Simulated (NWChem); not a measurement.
Species: HTeOCl; SMILES O[Te]Cl

```xyz
4

Te     0.3296     0.4151     0.0037
Cl    -0.1984    -1.8988     0.0063
O     -1.4913     1.1859     0.0674
H     -1.8335     1.2060    -0.8370
```
Atoms are numbered in this order, from 1.

Computed with NWChem. The geometry was optimised at PBE0/def2-SVP. def2 effective core potentials on Te; no spin-orbit coupling. Ions are spin-unrestricted doublets at the neutral geometry; other ion states weren't tried. Functional: LC-ωPBE (HJS hole) with def2-SVP; rows give the range parameter ω in 1/bohr.

```csv
range parameter (1/bohr),"vertical ionisation energy, ΔSCF (eV)",−ε(HOMO) (eV),ΔSCF minus −ε(HOMO) (eV)
0.20,8.63,7.76,0.87
0.25,8.73,8.19,0.54
0.40,(withheld),(withheld),(withheld)
0.60,9.21,9.66,-0.45
0.80,9.30,9.91,-0.61
```

Problem. Fill in the missing entries.

Solution. 
- 0.40, vertical ionisation energy, ΔSCF (eV): 9.00
- 0.40, −ε(HOMO) (eV): 9.08
- 0.40, ΔSCF minus −ε(HOMO) (eV): -0.08
